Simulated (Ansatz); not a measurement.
SbHCl (SMILES [Cl][SbH]): methods side by side

SbHCl: 3 atoms, total charge 0, spin state doublet. As SMILES, `[Cl][SbH]`. Geometry: relaxed at PBE0-D4/def2-TZVP.

```xyz
3

Cl    1.4336    0.3559    0.8150
Sb   -0.6275    0.6308   -0.2723
H    -0.8170   -1.0515   -0.5560
```

Each level gives the energy change with the Sb2–H3 bond stretched from 1.717 to 4.291 Å (eV). The values are calculated.

```json
{"level": "UHF/STO-3G", "kind": "Hartree–Fock", "program": "Ansatz", "value (eV)": "2.69", "less FCI/STO-3G": "-0.54", "CPU time (all runs)": "2.2 s"}
{"level": "UB3LYP/STO-3G", "kind": "global hybrid", "program": "Ansatz", "value (eV)": "3.84", "less FCI/STO-3G": "+0.61", "CPU time (all runs)": "18 s"}
{"level": "UHSE06/STO-3G", "kind": "range-separated hybrid", "program": "Ansatz", "value (eV)": "3.68", "less FCI/STO-3G": "+0.45", "CPU time (all runs)": "19 s"}
{"level": "UB2PLYP/STO-3G", "kind": "double hybrid", "program": "Ansatz", "value (eV)": "3.58", "less FCI/STO-3G": "+0.35", "CPU time (all runs)": "23 s"}
{"level": "RPA@PBE/STO-3G", "kind": "RPA", "program": "Ansatz", "value (eV)": "3.36", "less FCI/STO-3G": "+0.13", "CPU time (all runs)": "20 s"}
{"level": "UBCCD(T)/STO-3G", "kind": "coupled cluster or CI", "program": "Ansatz", "value (eV)": "3.23", "less FCI/STO-3G": "0.00", "CPU time (all runs)": "4.1 s"}
{"level": "UCCSDT/STO-3G", "kind": "coupled cluster or CI", "program": "Ansatz", "value (eV)": "3.23", "less FCI/STO-3G": "0.00", "CPU time (all runs)": "5.1 s"}
{"level": "FCI/STO-3G", "kind": "exact in the basis", "program": "Ansatz", "value (eV)": "3.23", "less FCI/STO-3G": "0.00", "CPU time (all runs)": "5.8 s"}
```

FCI/STO-3G is exact within its basis and frozen core, so for wave-function methods in that basis the difference is their error; functionals converge differently with the basis, so for them it is only a difference. All-electron rows without a relativistic Hamiltonian named are non-relativistic. The first shape isn't each level's own minimum. The values span 2.69 to 3.84 eV. Spin contamination of the reference (⟨S²⟩ at least 0.1 too high) touches UHF/STO-3G, UB3LYP/STO-3G, UHSE06/STO-3G, UB2PLYP/STO-3G, RPA@PBE/STO-3G, UBCCD(T)/STO-3G, UCCSDT/STO-3G. All rows use very small basis sets, so even the best lies far from the true value. In the correlated wave-function rows the outer d shell of Sb is correlated, in sets not made for it. CPU times are rough (shared hosts, several kinds of processor): they show what a rung costs within a factor of a few.
